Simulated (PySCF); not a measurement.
Isomers of C3H9FOSi2.

All values: PBE0/pcSseg-1 (PySCF) at GFN2-xTB geometries, gas phase, one conformer each.

(1) Rank by HOMO–LUMO gap, highest first.
A. `[OH:1][Si@@H:2]1[CH2:3][SiH2:4][C@H:5]([F:6])[CH2:7]1` with H–O1–Si2–C3 70°, O1–Si2–C3–Si4 -97°, Si2–C3–Si4–C5 1°, C3–Si4–C5–F6 87°, Si4–C5–C7–Si2 45°
B. `[F:1]/[CH:2]=[CH:3]/[O:4][SiH2:5][CH2:6][SiH3:7]` with C2–C3–O4–Si5 5°, C3–O4–Si5–C6 59°, O4–Si5–C6–Si7 40°
C. `[OH:1][SiH2:2][CH2:3]/[CH:4]=[C:5](/[F:6])[SiH3:7]` with H–O1–Si2–C3 -47°, O1–Si2–C3–C4 56°, Si2–C3–C4–C5 -99°
D. `[CH3:1][SiH2:2][SiH2:3][C@@H:4]([F:5])[CH:6]=[O:7]` with C1–Si2–Si3–C4 -158°, Si2–Si3–C4–F5 -174°, Si3–C4–C6–O7 56°

(2) Rank by HOMO energy, highest first.
A. `[OH:1][Si@@H:2]1[CH2:3][SiH2:4][C@H:5]([F:6])[CH2:7]1` with H–O1–Si2–C3 70°, O1–Si2–C3–Si4 -97°, Si2–C3–Si4–C5 1°, C3–Si4–C5–F6 87°, Si4–C5–C7–Si2 45°
B. `[CH3:1][SiH2:2][SiH2:3][C@@H:4]([F:5])[CH:6]=[O:7]` with C1–Si2–Si3–C4 -158°, Si2–Si3–C4–F5 -174°, Si3–C4–C6–O7 56°
C. `[OH:1][SiH2:2][CH2:3]/[CH:4]=[C:5](/[F:6])[SiH3:7]` with H–O1–Si2–C3 -47°, O1–Si2–C3–C4 56°, Si2–C3–C4–C5 -99°
D. `[F:1]/[CH:2]=[CH:3]/[O:4][SiH2:5][CH2:6][SiH3:7]` with C2–C3–O4–Si5 5°, C3–O4–Si5–C6 59°, O4–Si5–C6–Si7 40°

(3) Rank by the lowest IAO charge on any atom, lowest value first.
A. `[OH:1][Si@@H:2]1[CH2:3][SiH2:4][C@H:5]([F:6])[CH2:7]1` with H–O1–Si2–C3 70°, O1–Si2–C3–Si4 -97°, Si2–C3–Si4–C5 1°, C3–Si4–C5–F6 87°, Si4–C5–C7–Si2 45°
B. `[OH:1][SiH2:2][CH2:3]/[CH:4]=[C:5](/[F:6])[SiH3:7]` with H–O1–Si2–C3 -47°, O1–Si2–C3–C4 56°, Si2–C3–C4–C5 -99°
C. `[CH3:1][SiH2:2][SiH2:3][C@@H:4]([F:5])[CH:6]=[O:7]` with C1–Si2–Si3–C4 -158°, Si2–Si3–C4–F5 -174°, Si3–C4–C6–O7 56°
D. `[F:1]/[CH:2]=[CH:3]/[O:4][SiH2:5][CH2:6][SiH3:7]` with C2–C3–O4–Si5 5°, C3–O4–Si5–C6 59°, O4–Si5–C6–Si7 40°

Answers

(1) A (8.57 eV), B (7.11 eV), C (6.60 eV), D (6.32 eV).

(2) D (-6.82 eV), C (-7.10 eV), B (-7.69 eV), A (-7.95 eV).

(3) A (-0.867 e), D (-0.850 e), B (-0.790 e), C (-0.713 e).

All values together:

```csv
SMILES,μ (D),HOMO (eV),LUMO (eV),lowest IAO charge (e),highest IAO charge (e),lowest Hirshfeld charge (e),highest Hirshfeld charge (e)
O[Si@@H]1C[SiH2][C@H](F)C1,1.88,-7.95,0.63,-0.867 (C),+1.146 (Si),-0.309 (O),+0.422 (Si)
C[SiH2][SiH2][C@@H](F)C=O,1.17,-7.69,-1.37,-0.713 (C),+0.492 (Si),-0.219 (C),+0.249 (Si)
O[SiH2]C/C=C(/F)[SiH3],1.12,-7.10,-0.51,-0.790 (O),+1.029 (Si),-0.307 (O),+0.407 (Si)
F/C=C/O[SiH2]C[SiH3],2.06,-6.82,0.28,-0.850 (C),+0.992 (Si),-0.249 (C),+0.405 (Si)
```

Conformers: `[OH:1][Si@@H:2]1[CH2:3][SiH2:4][C@H:5]([F:6])[CH2:7]1` with H–O1–Si2–C3 70°, O1–Si2–C3–Si4 -97°, Si2–C3–Si4–C5 1°, C3–Si4–C5–F6 87°, Si4–C5–C7–Si2 45°; `[CH3:1][SiH2:2][SiH2:3][C@@H:4]([F:5])[CH:6]=[O:7]` with C1–Si2–Si3–C4 -158°, Si2–Si3–C4–F5 -174°, Si3–C4–C6–O7 56°; `[OH:1][SiH2:2][CH2:3]/[CH:4]=[C:5](/[F:6])[SiH3:7]` with H–O1–Si2–C3 -47°, O1–Si2–C3–C4 56°, Si2–C3–C4–C5 -99°; `[F:1]/[CH:2]=[CH:3]/[O:4][SiH2:5][CH2:6][SiH3:7]` with C2–C3–O4–Si5 5°, C3–O4–Si5–C6 59°, O4–Si5–C6–Si7 40°.
